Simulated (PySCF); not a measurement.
The dipole of `N([Si@H]1C=C(C=C1)C(C)=C)[SiH3]` from its density and from atomic charges.

Coordinates (GFN2-xTB, Å) and charges (e) from the PBE0/pcSseg-1 density (PySCF):

```json
{"atom": "C1", "x": "-2.570", "y": "-1.366", "z": "2.119", "Mulliken": "-0.0532", "IAO": "-0.3241", "Hirshfeld": "-0.1026", "ESP-fitted": "-0.6291"}
{"atom": "C2", "x": "-2.240", "y": "-0.626", "z": "1.063", "Mulliken": "-0.3495", "IAO": "+0.0240", "Hirshfeld": "+0.0125", "ESP-fitted": "+0.2921"}
{"atom": "C3", "x": "-3.297", "y": "-0.052", "z": "0.164", "Mulliken": "-0.1496", "IAO": "-0.4229", "Hirshfeld": "-0.1165", "ESP-fitted": "-0.5164"}
{"atom": "C4", "x": "-0.848", "y": "-0.305", "z": "0.739", "Mulliken": "-0.1608", "IAO": "+0.0175", "Hirshfeld": "+0.0054", "ESP-fitted": "+0.1932"}
{"atom": "C5", "x": "-0.450", "y": "0.782", "z": "0.049", "Mulliken": "-0.3667", "IAO": "-0.4682", "Hirshfeld": "-0.1567", "ESP-fitted": "-0.5990"}
{"atom": "Si6", "x": "1.426", "y": "0.828", "z": "-0.063", "Mulliken": "+1.0230", "IAO": "+1.0137", "Hirshfeld": "+0.3824", "ESP-fitted": "+0.7844"}
{"atom": "N7", "x": "1.992", "y": "0.886", "z": "-1.701", "Mulliken": "-0.8245", "IAO": "-0.9274", "Hirshfeld": "-0.3274", "ESP-fitted": "-0.8076"}
{"atom": "Si8", "x": "3.621", "y": "1.101", "z": "-2.246", "Mulliken": "+0.6217", "IAO": "+0.7545", "Hirshfeld": "+0.3531", "ESP-fitted": "+0.5063"}
{"atom": "C9", "x": "1.483", "y": "-0.834", "z": "0.831", "Mulliken": "-0.3743", "IAO": "-0.4588", "Hirshfeld": "-0.1531", "ESP-fitted": "-0.4309"}
{"atom": "C10", "x": "0.241", "y": "-1.202", "z": "1.151", "Mulliken": "-0.0571", "IAO": "-0.1324", "Hirshfeld": "-0.0439", "ESP-fitted": "-0.1842"}
{"atom": "H11", "x": "-1.840", "y": "-1.757", "z": "2.806", "Mulliken": "+0.1152", "IAO": "+0.1470", "Hirshfeld": "+0.0430", "ESP-fitted": "+0.2116"}
{"atom": "H12", "x": "-3.599", "y": "-1.588", "z": "2.351", "Mulliken": "+0.1051", "IAO": "+0.1484", "Hirshfeld": "+0.0458", "ESP-fitted": "+0.2303"}
{"atom": "H13", "x": "-3.392", "y": "1.021", "z": "0.331", "Mulliken": "+0.1381", "IAO": "+0.1520", "Hirshfeld": "+0.0464", "ESP-fitted": "+0.1500"}
{"atom": "H14", "x": "-3.037", "y": "-0.208", "z": "-0.882", "Mulliken": "+0.1293", "IAO": "+0.1509", "Hirshfeld": "+0.0419", "ESP-fitted": "+0.1459"}
{"atom": "H15", "x": "-4.261", "y": "-0.514", "z": "0.362", "Mulliken": "+0.1168", "IAO": "+0.1470", "Hirshfeld": "+0.0463", "ESP-fitted": "+0.1516"}
{"atom": "H16", "x": "-1.145", "y": "1.526", "z": "-0.299", "Mulliken": "+0.0795", "IAO": "+0.1495", "Hirshfeld": "+0.0381", "ESP-fitted": "+0.2034"}
{"atom": "H17", "x": "2.072", "y": "1.912", "z": "0.676", "Mulliken": "-0.0814", "IAO": "-0.1289", "Hirshfeld": "-0.0737", "ESP-fitted": "-0.1156"}
{"atom": "H18", "x": "1.366", "y": "0.474", "z": "-2.375", "Mulliken": "+0.2218", "IAO": "+0.2734", "Hirshfeld": "+0.1183", "ESP-fitted": "+0.3898"}
{"atom": "H19", "x": "3.531", "y": "1.300", "z": "-3.693", "Mulliken": "-0.1107", "IAO": "-0.1277", "Hirshfeld": "-0.0777", "ESP-fitted": "-0.1057"}
{"atom": "H20", "x": "4.139", "y": "2.277", "z": "-1.553", "Mulliken": "-0.0996", "IAO": "-0.1326", "Hirshfeld": "-0.0781", "ESP-fitted": "-0.0934"}
{"atom": "H21", "x": "4.466", "y": "-0.061", "z": "-1.946", "Mulliken": "-0.1084", "IAO": "-0.1551", "Hirshfeld": "-0.0883", "ESP-fitted": "-0.1130"}
{"atom": "H22", "x": "2.339", "y": "-1.439", "z": "1.081", "Mulliken": "+0.1020", "IAO": "+0.1548", "Hirshfeld": "+0.0403", "ESP-fitted": "+0.1826"}
{"atom": "H23", "x": "-0.002", "y": "-2.126", "z": "1.657", "Mulliken": "+0.0831", "IAO": "+0.1456", "Hirshfeld": "+0.0447", "ESP-fitted": "+0.1536"}
```

Question: What dipole does each set of charges give (1 e·Å = 4.803 D), and what does the density give?

Answer: The full density gives (-0.80, -0.51, -0.60) D, 1.13 D in size; dipole vectors point from the negative to the positive end.

| scheme | μx | μy | μz | size (D) | share of the full size (%) | angle to the full dipole (°) |
| --- | --- | --- | --- | --- | --- | --- |
| Mulliken | 1.24 | 1.50 | -0.57 | 2.03 | 180 | 128 |
| IAO | 0.90 | 0.69 | -0.56 | 1.26 | 112 | 121 |
| Hirshfeld | -0.19 | 0.11 | -0.41 | 0.47 | 41 | 50 |
| ESP-fitted | -0.78 | -0.49 | -0.59 | 1.10 | 97 | 0 |

Question: Which set comes closest?

Answer: Length of the difference vector: ESP-fitted 0.03 D, Hirshfeld 0.90 D, IAO 2.08 D, Mulliken 2.86 D. Closest: ESP-fitted. 

Question: What is left for the Hirshfeld atoms' own dipoles?

Answer: The shares of the density sum to the whole, so what Σ q r misses lies in dipoles about the nuclei. The atomic dipoles sum to (-0.80, -0.51, -0.60) − (-0.19, 0.11, -0.41) = (-0.61, -0.62, -0.19) D, 0.90 D in size.

Question: With the origin at the mean of the coordinates, (0.000, 0.001, 0.027) Å, which are the largest single terms, by size, of the Mulliken dipole along the direction of the full one?

Answer: Si6 -6.59, Si8 -5.55, N7 +3.54, C2 -2.22, C9 +2.00 D; all 23 atoms together -1.25 D. The single terms depend on the origin, their sum doesn't.

Question: Give the size of the full dipole in other units.

Answer: 1.13 D = 0.443 au = 0.235 e·Å = 3.76 × 10⁻³⁰ C·m.

One conformer (not necessarily the lowest) at the GFN2-xTB geometry, without solvent, vibrations or thermal averaging.

Shape of the structure used: `[CH2:1]=[C:2]([CH3:3])[C:4]1=[CH:5][Si@H:6]([NH:7][SiH3:8])[CH:9]=[CH:10]1`: C1–C2–C4–C5 -154°, C5–Si6–N7–Si8 173°.
